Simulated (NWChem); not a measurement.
MgH2Se; SMILES [MgH][SeH]

```xyz
4

Mg     0.1257    -1.6183    -0.0018
H      0.1778    -3.3198    -0.0044
Se     0.0857     0.8373     0.0015
H     -1.4012     0.7756    -0.0017
```
Atoms are numbered in this order, from 1.

Computed with NWChem. Geometry optimised at PBE-D3(BJ)/def2-SVP; all other runs use it. This build's default masses of Se (78.918 u) and Br (79.917 u) are each other's, which moves their modes by up to 0.6 %. Vzz has the sign of the potential's second derivative.

| quantity | level | value |
|---|---|---|
| dipole (D) | B97-2/def2-TZVP | (withheld) |
| vertical, lowest excitation, singlet (eV) | PBE/def2-SVP, full TDDFT | 4.13 |
| Vzz Mg1 (a.u.) | PBE0/def2-SVP | -0.852 |
| −ε(HOMO) (eV) | LDA (Slater exchange, VWN5)/def2-TZVP | 5.80 |
| highest harmonic frequency (cm⁻¹) | PBE-D3(BJ)/def2-SVP | (withheld) |

Fill in the missing entries.


- dipole (D), value: 1.11
- highest harmonic frequency (cm⁻¹), value: 2342
